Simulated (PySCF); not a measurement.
# Excitation energy of Hf²⁺ by level of theory

Hf²⁺ [Xe] 4f14 5d2 (3F) → Hf²⁺ [Xe] 4f14 5d1 6p1 (high-spin determinant), as a difference of total energies. Calculation: PySCF 2.14, in ANO-RCC-VTZP; scalar relativity by spin-free X2C-1e. Correlated levels: valence: [Xe] 4f14 frozen. The calculations carry no spin-orbit coupling.

```
           method  excitation energy (eV)
              UHF                   5.669
    MP2 (valence)                   5.684
SCS-MP2 (valence)                   5.674
   CCSD (valence)                   5.646
```

A first-order spin-orbit estimate (lowest level to lowest level, LS coupling) adds -0.171 eV.

The basis was made for the ground configuration and has no added diffuse functions, so the excitation energy can come out too high.

With two correlated electrons CCSD is exact in that space.

The coupled-cluster amplitudes are large for the upper state (T1 above 0.03 or a double amplitude above 0.15), so a single reference is strained.

The determinant of the upper state mixes LS terms, which raises its energy above the lowest term, most at the Hartree-Fock and MP2 levels.
